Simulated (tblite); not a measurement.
C7H8NO (doublet state).
Numbering: `[NH2:1][CH2:2][c:3]1[cH:4][cH:5][c:6]([O:7])[cH:8][cH:9]1` (hydrogens: H10, H11 on N1; H12, H13 on C2; H14 on C4; H15 on C5; H16 on C8; H17 on C9)

Computed geometry: GFN2-xTB, gas phase. This method treats the open shell by occupation alone, without spin polarisation.

**Question.** Give the optimised bond lengths and angles.

**Answer.** 
```tsv
bond	length (Å)	order
N1–C2	1.460	single
C2–C3	1.501	single
C3–C4, C3–C9	1.405	aromatic
C4–C5, C8–C9	1.363	aromatic
C5–C6, C6–C8	1.452	aromatic
C6–O7	1.237	single
N1–H10, N1–H11	1.014	single
C2–H12, C2–H13	1.092	single
C4–H14, C9–H17	1.082	single
C5–H15, C8–H16	1.080	single
```

Bonds in one row agree within 0.01 Å and their mean is given. Orders are formal, as drawn. A selection of angles:
```tsv
angle	degrees
C2–N1–H10	110.8
H10–N1–H11	108.3
N1–C2–C3	109.6
N1–C2–H12	107.8
C3–C2–H12	111.3
H12–C2–H13	108.9
C2–C3–C4	120.3
C4–C3–C9	119.0
C3–C4–C5	121.2
C3–C4–H14	118.6
C5–C4–H14	120.2
C4–C5–C6	121.5
C4–C5–H15	121.5
C6–C5–H15	117.0
C5–C6–O7	122.2
C5–C6–C8	115.5
H11–N1–C2	110.7
```

Torsions: N1–C2–C3–C4 -87° (synclinal).

The 6-membered ring C3–C4–C5–C6–C8–C9 has internal angles of 115.5° to 121.5°; it is planar, 0.01 Å rms from its mean plane, widest ring torsion 2°. Of the pairs four or more bonds apart, H12···H14 is among the closest relative to their van der Waals radii: 2.46 Å, 102 % of the sum of Bondi's values. The 7 C–C bonds span 1.363 Å (C4–C5, aromatic) to 1.501 Å (C2–C3, drawn single), a spread of 0.138 Å. C6 (carbon bonded to 2 C and O) is planar (angles 122.3°, 122.2° and 115.5°, sum 360.0°, 0.00 Å off the plane of its three neighbours). C5 (carbon bonded to 2 C and H) is planar (angles 121.5°, 121.5° and 117.0°, sum 360.0°, 0.00 Å off the plane of its three neighbours). C3 (carbon bonded to 3 C) is planar (angles 120.4°, 120.3° and 119.0°, sum 359.7°, 0.04 Å off the plane of its three neighbours). C4 (carbon bonded to 2 C and H) is planar (angles 121.2°, 120.2° and 118.6°, sum 360.0°, 0.01 Å off the plane of its three neighbours).

Point group: Cs (tolerance 0.08 Å). Its GFN2-xTB frequencies are all real (lowest 49 cm⁻¹). Torsions: H–N1–C2–C3 -60° and 60°, N1–C2–C3–C4 -87°.

One conformer stands for the species.
